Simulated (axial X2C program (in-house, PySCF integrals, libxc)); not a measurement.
Results of a calculation; reference values are marked as such.
TiB⁻: input and output

Program: an axial X2C code built on PySCF integrals.

Input:
```json
{
 "zs": [
  22,
  5
 ],
 "q": -1,
 "bas": [
  "dyall-acv3z",
  "dyall-av3z"
 ],
 "levels": [
  "PBE0",
  "HF",
  "BLYP"
 ],
 "cc": true,
 "r0": 2.21,
 "thr": -1.0,
 "nmax": 90,
 "npts": 10,
 "nst": 2,
 "ntry": 6
}
```
```bash
python so2c.py task.json out
```

Keys: zs atomic numbers; q charge; bas basis sets; levels methods; cc coupled cluster on or off; r0 starting distance in Å; thr threshold in hartree for freezing inner shells (an s shell follows its p shell); nmax most natural virtual spinors; npts points on the curve; nst determinants followed; ntry starts of the search. HF also brings MP2.

Output of the PBE0 step, scalar-relativistic, at R = 2.172 Å for the state M_S = 1, Λ = 1. It starts from the PBE0 orbitals of the search at 2.210 Å.

```
spin-free X2C-1e  PBE0
basis functions 183  fitting functions 1011  grid points 5080
iter        total energy     max residual
   1       -875.710611281     1.55e+00
   2       -878.118988245     6.70e-02
   3       -875.109651050     1.41e-01
   4       -878.169904394     5.08e-02
   5       -878.172942733     7.50e-02
   6       -878.228345892     3.79e-02
   7       -878.253380807     6.43e-03
   8       -878.254581284     2.99e-03
   9       -878.254878076     1.96e-03
  10       -878.255012138     7.74e-04
  11       -878.255079225     4.47e-04
  12       -878.255086854     1.44e-04
  13       -878.255088362     6.38e-05
  14       -878.255088794     4.70e-05
  15       -878.255088940     1.20e-05
  16       -878.255088975     7.57e-06
  17       -878.255088985     2.62e-06
  18       -878.255088986     7.96e-07
converged
one-electron -1260.26114666  Coulomb 401.38113759  exact exchange -11.29054808  xc functional -34.88448267  nuclear repulsion 26.79995083
```
Energies are in hartree; totals compare only within one Hamiltonian and basis. The determinant is spin-polarised beyond a pure state at some levels (its spin-free form has ⟨S²⟩ too high), which makes Re and μ there less reliable.
